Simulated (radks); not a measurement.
Spherical jellium clusters: N electrons in a uniform positive sphere of charge N and radius rs N^(1/3), rs = 2.43 bohr. Calculated with a radial shooting solver with Libxc functionals: non-relativistic Kohn-Sham, LDA (Slater exchange, Perdew-Wang correlation), spin-polarised, spherical densities. Levels are named by radial order and angular momentum (1s, 1p, 1d, 2s, ...), and open shells are averaged over m.

N = 21, configuration 1s2 1p6 1d10 2s2 1f(up 1, down 0). This is the lowest configuration that the search found. Occupied and some empty levels:

level,occupation,eigenvalue (eV),<r> (bohr)
1s up,1,-9.5735,4.128
1s down,1,-9.5133,4.097
1p up,3,-7.5059,5.004
1p down,3,-7.4153,4.986
1d up,5,-5.0220,5.717
1d down,5,-4.9138,5.710
2s up,1,-4.1553,5.207
2s down,1,-4.0870,5.220
1f up,1,-2.3034,6.510
1f down,0,-2.1902,6.521
2p up,0,-1.6889,7.201
2p down,0,-1.6249,7.243
2d up,0,-0.097514,11.59
2d down,0,-0.062842,11.91

Energy (eV): total -22.8000, kinetic 86.374, external -2076.4, Hartree 1007.0, exchange-correlation -113.77, background 1074.0.

Electron density:

r (bohr),n(r) (e/bohr^3)
0.508,0.02099
1.07,0.01957
1.64,0.01784
2.21,0.01652
2.77,0.01609
3.34,0.01649
3.90,0.01712
4.47,0.01708
5.03,0.01570
5.60,0.01290
6.17,0.009323
6.73,0.005946
7.30,0.003447
7.86,0.001880
8.43,0.0009875
8.99,0.0005070
9.56,0.0002559
10.1,0.0001288
10.7,0.00006379
11.3,0.00003151
